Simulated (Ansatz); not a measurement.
Consider the ligand exchange at a B–Cl bond: `[SiH3]OB(Cl)O[SiH3]` + `O[SiH3]` → `[SiH3]OB(O[SiH3])O[SiH3]` + HCl.

Computed with Ansatz on PBE0-D4/def2-TZVP structures; ΔE is electronic, products minus reactants. CBS: MP2 limit from def2 TZ/QZ plus the TZ coupled-cluster correction, frozen cores. This one scheme is used for every species. Functionals use def2-TZVPP. One conformer a species, not always the lowest.

`[SiH3]OB(Cl)O[SiH3]`:

Cartesian coordinates in Å:
```
Si -1.806 -2.010 0.544
O -0.564 -0.935 0.771
B -0.004 0.002 -0.011
Cl -0.629 0.252 -1.673
O 1.017 0.753 0.432
Si 1.915 1.967 -0.255
H -3.065 -1.278 0.265
H -1.486 -2.925 -0.578
H -1.925 -2.771 1.808
H 2.619 1.458 -1.457
H 1.036 3.104 -0.620
H 2.893 2.384 0.774
```

`O[SiH3]`:

```xyz
6

O     0.290    1.220   -0.264
Si   -0.108   -0.369   -0.091
H     0.514    1.714    0.525
H     1.009   -1.154    0.504
H    -0.401   -0.866   -1.454
H    -1.304   -0.544    0.780
```

`[SiH3]OB(O[SiH3])O[SiH3]`:

Z-matrix (Å, degrees):
```
Si
O 1 1.655
H 1 1.484 2 110.4
H 1 1.484 2 110.4 3 -121.6
H 1 1.481 2 106.3 3 119.2
B 2 1.363 1 129.1 3 60.8
O 6 1.363 2 120.0 1 -0.0
O 6 1.363 2 120.0 1 180.0
Si 7 1.655 6 129.1 2 -180.0
Si 8 1.655 6 129.1 2 0.2
H 9 1.481 7 106.3 6 179.4
H 9 1.484 7 110.4 6 60.2
H 9 1.484 7 110.4 6 -61.4
H 10 1.481 8 106.3 6 180.0
H 10 1.484 8 110.4 6 60.8
H 10 1.484 8 110.4 6 -60.8
```

HCl:

```xyz
2

Cl    0.161   -0.460    0.414
H    -0.161    0.460   -0.414
```

| level | ΔE (kJ/mol) |
| --- | --- |
| BHLYP-D4 | -55.3 |
| r2SCAN0 | -44.2 |

(1) What does CCSD(T)/CBS give? (Best estimate.)

Largest T1 diagnostic among the species: 0.012.

Answers

(1) Ansatz gave: -46.8 kJ/mol. The listed levels differ from it by -8.5, 2.6 kJ/mol.

From BLYP to BHLYP (50 % exact exchange), in def2-TZVPP and without D4, ΔE moves by −10.9 kJ/mol. At CCSD(T), def2-SVP lies −13.6 kJ/mol from the extrapolated value and def2-TZVPP −3.7 kJ/mol. Leaving LDA and LC-ωPBE aside and taking each functional with its dispersion term where it has one, the values, not all of them listed here, spread over 18.0 kJ/mol, from BHLYP-D4 to PBE-D4. LDA lies −6.6 kJ/mol from PBE without D4.

CCSD(T)/CBS has its own doubt, a few kJ/mol and more with outer-core shells, so smaller differences from it don't rank the levels.
